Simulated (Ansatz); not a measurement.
The molecule BeB+, closed-shell singlet (lowest of 2S+1 = 1, 3 at CCSD(T)/def2-TZVPP on PBE0 minima; our sources give no spin for the ground state, which may be another).

Seven points along R, fitted to fifth degree in 1/R; most abundant isotopes. Runs in def2 and cc sets follow the lowest solution found near the PBE0 minimum. The singlet is held restricted. HF and MP2 rows in def2 and cc sets belong to the determinant that coupled cluster picked by its CCSD energy.

Correlated levels freeze the inner cores; with def2 sets outer-core shells near the valence are correlated too. CBS: X⁻³ extrapolation of the correlation energy, Hartree–Fock from the larger set.

Programs: Ansatz (an electronic-structure program). Each number belongs to the level named beside it.

What bond length and harmonic frequency does MP2/def2-TZVPP give?

r_e = 2.223 Å, ω_e = 474 cm⁻¹.

What bond length and harmonic frequency does MP2/aug-cc-pVQZ give?

r_e = 2.202 Å, ω_e = 486 cm⁻¹.

What bond length and harmonic frequency does CCSD(T)/CBS(aug-cc-pVQZ, aug-cc-pV5Z) give?

r_e = 2.192 Å, ω_e = 487 cm⁻¹.

Doubts at one or more of the structures used: a restricted determinant that unrestricted orbitals would lower (MP2/def2-TZVPP, MP2/aug-cc-pVQZ, CCSD(T)/CBS(aug-cc-pVQZ, aug-cc-pV5Z)).
